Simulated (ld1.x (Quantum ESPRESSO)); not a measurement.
**Si, TM: configuration errors across variants**

ld1.x (Quantum ESPRESSO) 7.5 input, shortened:

```
&input
   title='Si', zed=14., rel=1, dft='PZ', iswitch=3,
   config='[Ne] 3s2 3p0 3d-2'
 /
 &inputp
   pseudotype=2, tm=.true., lloc=0,
   nlcc=.true., new_core_ps=.true., rcore=0.85
 /
3
3P  2  1   0.00   0.00  1.90  1.90  0.0
3D  3  2  -2.00   0.30  1.95  1.95  0.0
3S  1  0   2.00   0.00  1.40  1.40  0.0
 &test
   configts(1)='3s2 3p0'
 /
```

All-electron excitation energies from the reference (eV): (1) 3s2 3p2 -23.943; (2) 3s2 3p1 -16.114; (3) 3s1 3p0 34.145; (4) 3s0 3p4 -10.164; (5) 3s2 3p2.3 -24.900; (6) 3s2 3p1.5 -20.978; (7) 3s1 3p3 -17.137; (8) 3s2 3p2 spin -24.555; (9) 3s2 3p1 spin -16.319.

Spin tests fill each open shell by Hund’s rule, majority spin first.

Errors AE − PS in meV (a dash: test not solved or not reliable):

| change | (1) | (2) | (3) | (4) | (5) | (6) | (7) | (8) | (9) | bound ghosts |
| --- | --- | --- | --- | --- | --- | --- | --- | --- | --- | --- |
| base | +31 | +12 | +6.9 | +13 | +34 | +22 | +24 | +39 | +15 | none |
| wave 3s (bound): rc 1.40 bohr becomes 3s (bound): rc 1.78 bohr | +29 | +11 | +7.5 | +15 | +32 | +21 | +24 | +37 | +14 | none |
| local potential all-electron potential smoothed inside 1.65 bohr (lloc = -1) | +34 | +14 | +12 | +12 | +38 | +24 | +24 | +42 | +16 | none |
| wave 3p (bound): rc 1.90 bohr becomes 3p (bound): rc 2.28 bohr | +29 | +11 | +6.9 | +13 | +33 | +20 | +23 | +36 | +14 | none |
| wave 3d channel at 0.3 Ry: rc 1.95 bohr becomes 3d channel at -0.08 Ry: rc 1.95 bohr | +31 | +12 | +6.9 | +13 | +34 | +22 | +24 | +39 | +15 | none |
| wave 3d channel at 0.3 Ry: rc 1.95 bohr becomes 3d channel at 0.3 Ry: rc 2.40 bohr | +31 | +12 | +6.9 | +13 | +34 | +22 | +24 | +39 | +15 | none |
| core correction Bessel-smoothed model core inside 0.80 bohr | +31 | +12 | +6.9 | +13 | +34 | +22 | +24 | +39 | +15 | none |
| all radii but the core radius scaled by about 0.83 (s 1.16, p 1.58, d 1.62 bohr) | +42 | +16 | +11 | -13 | +48 | +30 | +21 | +50 | +19 | none |
| all radii but the core radius scaled by about 0.88 (s 1.24, p 1.68, d 1.72 bohr) | +36 | +14 | +6.6 | +4.9 | +41 | +26 | +24 | +44 | +16 | none |
| wave 3d channel at 0.3 Ry: rc 1.95 bohr becomes 3d channel at 0.3 Ry: rc 2.20 bohr | +31 | +12 | +6.9 | +13 | +34 | +22 | +24 | +39 | +15 | none |
| type RRKJ; local potential all-electron potential smoothed inside 1.25 bohr (lloc = -1) | +42 | +18 | +21 | +9.6 | +47 | +31 | +28 | +54 | +22 | none |
| wave 3s (bound): rc 1.40 bohr becomes 3s (bound): rc 2.00 bohr | +35 | +14 | +2.2 | +14 | +40 | +25 | +28 | +44 | +17 | none |

(1) Give the same row for: type PAW; waves now 3s (bound): rcut 1.20, rcutus 1.40 bohr; 3s channel at 1.95 Ry: rcut 1.20, rcutus 1.40 bohr; 3p (bound): rcut 1.65, rcutus 1.90 bohr; 3p channel at 1.2 Ry: rcut 1.65, rcutus 1.90 bohr; 3d channel at 0.3 Ry: rcut 1.70, rcutus 1.95 bohr; 3d channel at 1.4 Ry: rcut 1.70, rcutus 1.95 bohr; local potential all-electron potential smoothed inside 1.30 bohr (lloc = -1); augmentation BESSEL, radius 1.00 bohr.

Results:

(1) –, –, –, –, –, –, –, –, –; bound ghosts: not determined.
